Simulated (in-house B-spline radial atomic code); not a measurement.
## Ionising Xe³⁺ with different functionals

Computed with a radial B-spline atomic code at the basis-set limit: four-component Dirac-Coulomb Hamiltonian, Fermi nucleus of rms radius 4.7859 fm, spin-restricted, spherical fractional occupations for the functionals. The ionisation energy is the difference of two self-consistent energies, [Kr] 4d10 5s2 5p3 → [Kr] 4d10 5s2 5p2, without Breit or QED terms; ε is the level of the shell that loses the electron (mean over j). The electron is taken from both j subshells in proportion to 2j + 1, so the result is a j average, not the step between ground levels.

Hybrids are left out here: with spherical fractional occupations of an open shell their exact exchange keeps a self-interaction that integer-occupation calculations don't have.

```json
{"method": "LDA VWN5", "rung": "LDA", "ΔSCF (eV)": "42.68", "-ε(5p) (eV)": "37.25"}
{"method": "relativistic LDA", "rung": "LDA", "ΔSCF (eV)": "42.66", "-ε(5p) (eV)": "37.23"}
{"method": "LDA PW92", "rung": "LDA", "ΔSCF (eV)": "42.68", "-ε(5p) (eV)": "37.24"}
{"method": "LDA exchange-only", "rung": "LDA", "ΔSCF (eV)": "41.25", "-ε(5p) (eV)": "35.83"}
{"method": "PBE", "rung": "GGA", "ΔSCF (eV)": "42.36", "-ε(5p) (eV)": "36.97"}
{"method": "PBEsol", "rung": "GGA", "ΔSCF (eV)": "42.43", "-ε(5p) (eV)": "37.03"}
{"method": "BLYP", "rung": "GGA", "ΔSCF (eV)": "42.26", "-ε(5p) (eV)": "36.84"}
{"method": "RPBE", "rung": "GGA", "ΔSCF (eV)": "42.28", "-ε(5p) (eV)": "36.90"}
{"method": "PW91", "rung": "GGA", "ΔSCF (eV)": "42.46", "-ε(5p) (eV)": "37.06"}
{"method": "BP86", "rung": "GGA", "ΔSCF (eV)": "42.54", "-ε(5p) (eV)": "37.12"}
{"method": "AM05", "rung": "GGA", "ΔSCF (eV)": "42.40", "-ε(5p) (eV)": "37.00"}
{"method": "OLYP", "rung": "GGA", "ΔSCF (eV)": "42.26", "-ε(5p) (eV)": "36.89"}
```

Task: How do they compare with the NIST value?

Result: NIST lists 42.2 eV ± 0.2 (measured, ground level to ground level). Errors run from -0.95 to +0.48 eV; OLYP is closest (+0.06 eV), though others lie within the uncertainty of it, and part of that can be cancellation, since the calculations leave out Breit-QED terms, spin polarisation, the choice among j levels, multiplet and fine-structure energies.
